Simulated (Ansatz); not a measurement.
A nudged elastic band was laid between two geometries of ClFH2Si + H2O (8 atoms, charge 0, multiplicity 1).

These are results of RKS PBE-D4/def2-SVP in Ansatz 0.2.0, not measurements.

```yaml
movable_images: 5
climbing_image: yes
spring: 5.0 eV/Å²
optimiser: quadratic models (default)
start_path: through a guess of the saddle point
force_threshold: 0.05 eV/Å
iteration_limit: 60
end_points: relaxed
```

First end point:

```xyz
8
Properties=species:S:1:pos:R:3
Si -0.965 0.215 -0.444
F -0.192 -1.104 -1.047
H -2.107 0.456 -1.381
H -1.419 0.010 0.957
Cl 0.266 1.883 -0.636
H 1.394 -1.180 0.485
O 1.271 -0.529 1.203
H 1.752 0.250 0.863
```

Last end point:

```xyz
8
Properties=species:S:1:pos:R:3
Si -0.511 0.597 -0.059
F -0.077 -2.278 -0.172
H -0.733 0.348 -1.516
H -1.545 0.026 0.843
Cl -0.447 2.663 0.188
H 0.571 -1.665 0.168
O 0.973 -0.041 0.477
H 1.769 0.350 0.070
```

(1) Which bonds break or form, and what moves?

(2) Give the energies along the band, and the barrier.

(3) What is the geometry of the highest image?

(4) What are the harmonic wavenumbers there?

## Answers

(1) Bonds broken: Si1–F2, H6–O7. Bonds formed: Si1–O7, F2–H6. ClFH2Si + H2O becomes ClH3OSi + FH.

(2) It converged. The highest image is number 3 of 0 to 6, 72.9 kJ/mol above the first end and 44.7 kJ/mol above the last; the last end lies 28.3 kJ/mol above the first. A vibrational analysis at the climbing image gives one clearly imaginary mode, 519i cm⁻¹: a first-order saddle point. The orbitals stay closed-shell, which can raise the energy where a bond breaks towards radicals; this wasn't checked here.

| image | path coordinate (Å) | energy (kJ/mol) | Si1–F2 (Å) | H6–O7 (Å) | Si1–O7 (Å) |
| --- | --- | --- | --- | --- | --- |
| 0 | 0.00 | 0.0 | 1.64 | 0.98 | 2.87 |
| 1 | 0.88 | 23.0 | 1.67 | 0.98 | 2.35 |
| 2 | 1.76 | 47.2 | 1.70 | 0.98 | 2.03 |
| 3 | 2.64 | 72.9 | 1.93 | 1.14 | 1.85 |
| 4 | 3.03 | 49.3 | 2.22 | 1.41 | 1.76 |
| 5 | 3.42 | 30.6 | 2.60 | 1.61 | 1.71 |
| 6 | 3.80 | 28.3 | 2.91 | 1.70 | 1.70 |

(3) 
```xyz
8
Properties=species:S:1:pos:R:3
Si -0.597 0.241 -0.113
F -0.358 -1.677 -0.198
H -0.809 0.214 -1.589
H -1.692 0.066 0.879
Cl -0.197 2.335 0.090
H 0.757 -1.245 0.189
O 1.066 -0.211 0.554
H 1.830 0.278 0.188
```

(4) 519i, 135, 218, 416, 437, 511, 552, 703, 756, 812, 844, 890, 1072, 1214, 2024, 2201, 2251, 3696 cm⁻¹.

The run took 92 s on 2 threads of Arm Neoverse V1, on a shared host, peak memory 0.12 GiB.
